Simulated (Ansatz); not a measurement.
SnCl3I, SMILES [I][Sn]([Cl])([Cl])[Cl].

Geometry optimised at PBE0-D3(BJ)/def2-SVP. The structure was generated by enumeration; whether it is a known compound was not checked. The def2 effective core potentials stand for the cores of I, Sn; spin–orbit coupling is left out.

Two levels are set side by side: PBE/def2-SVPD (Ansatz, an electronic-structure program) and PBE0/def2-SVPD (Ansatz). Energy differences of separate SCF runs at the same geometry; the states with an electron removed or added have multiplicity 2 and 2. Differences are taken from unrounded values.

```json
[
 {"quantity": "vertical ionisation energy (eV)", "PBE0": "10.62"},
 {"quantity": "vertical electron affinity (eV)", "PBE0": "2.17"},
 {"quantity": "vertical singlet–triplet gap (eV)", "PBE0": "3.58"}
]
```

**Question.** What does PBE give, and how far is it from PBE0? (An estimate is asked for; the answer gives what the named calculation found.)

**Answer.** 
```tsv
quantity	PBE	PBE minus PBE0
vertical ionisation energy (eV)	10.17	-0.45
vertical electron affinity (eV)	2.20	0.04
vertical singlet–triplet gap (eV)	3.20	-0.38
```
